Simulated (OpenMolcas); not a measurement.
Mo3+ among 6 point charges of -1 e arranged as a tetragonal octahedron (D4h), 1.98 Å from the ion, with the axial distance 2.336 Å.
```
   1.9800    0.0000    0.0000  -1.00
   0.0000    1.9800    0.0000  -1.00
  -1.9800    0.0000    0.0000  -1.00
   0.0000   -1.9800    0.0000  -1.00
   0.0000    0.0000    2.3364  -1.00
   0.0000    0.0000   -2.3364  -1.00
```

| Property | Result |
| --- | --- |
| Program | OpenMolcas 26.06 |
| Method | CASSCF |
| Basis | ANO-RCC-VTZP [7s6p4d2f1g] |
| Scalar Hamiltonian | DKH2, point nucleus |
| Active space | 3 electrons in 5 orbitals (4d) |
| State averaging | 2S+1 = 4 even, 10 roots; 2S+1 = 2 even, 40 roots |
| Spin-orbit coupling | RASSI with atomic mean-field integrals over the reference wave functions |

Task: What is the spin-free ground state (labels of D4, the rotations of D4h)?

Result: 4B1, 1-fold in its orbital part, 100 % from free-ion F terms; it has the highest spin that d3 allows.

Task: Where is the first state of the same spin?

Result: 4E at 4470 cm-1 above the ground state.

Task: What are the lowest two levels with spin-orbit coupling?

Result: A 2-fold level E3/2 with g = 1.67, 3.11, 3.11, then a 2-fold level E1/2 44.8 cm-1 above it. Their leading multiplicities are 4 (100 %) and 4 (100 %).

Task: What is χT at 300 K, and how does it compare with the textbook value?

Result: The lowest level has 2S+1 = 4, for which the spin-only value is χT = S(S+1) / 2 = 1.875 cm3 K/mol (g = 2). The computed 1.291 at 300 K differs by -0.584, through orbital momentum, spin-orbit coupling and any other state in reach.

Without dynamic correlation the repulsion within the d shell is too large (B by tens of per cent), so at a given field states of lower spin stand too high. Point charges carry no covalency, so the field is a model and not that of real ligands. No measured value stands beside these numbers.
